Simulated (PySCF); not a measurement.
All of these have the formula C5H4FNO. Method: TDDFT PBE0/def2-SVPD, vertical, gas phase, core orbitals frozen in the response (PySCF). Geometries: GFN2-xTB; one conformer of each isolated species. Triplets are in the Tamm–Dancoff approximation.

Task: Rank by computed lowest singlet excitation energy, highest first.
A. `Oc1ccncc1F`
B. `Fc1ccc(/C=N\[H])o1`
C. `N#C[C@H](F)OC1C=C1`
D. `C(/C=C(/CC#N)F)=O`

Result: C (6.34 eV), A (5.19 eV), B (4.54 eV), D (3.57 eV).

| SMILES | S1 (eV) | LUMO (eV) | T1 (eV) | α (au) | gap (eV) | f (S1) | S1 mainly |
| --- | --- | --- | --- | --- | --- | --- | --- |
| N#C[C@H](F)OC1C=C1 | 6.34 | -0.74 | 4.60 | 63.7 | 7.97 | 0.002 | H-1→L (88%) |
| Oc1ccncc1F | 5.19 | -0.81 | 4.25 | 66.7 | 6.81 | 0.003 | H-1→L (99%) |
| [H]/N=C\c1ccc(F)o1 | 4.54 | -1.58 | 3.01 | 70.8 | 5.34 | 0.002 | H-1→L (98%) |
| N#CC/C(F)=C/C=O | 3.57 | -2.42 | 3.02 | 68.7 | 5.55 | 0.000 | H→L (97%) |

H and L stand for HOMO and LUMO.

Mean S1 by what the SMILES shows (count): a double or triple bond but no aromatic ring 4.96 eV (2); an aromatic ring 4.86 eV (2).
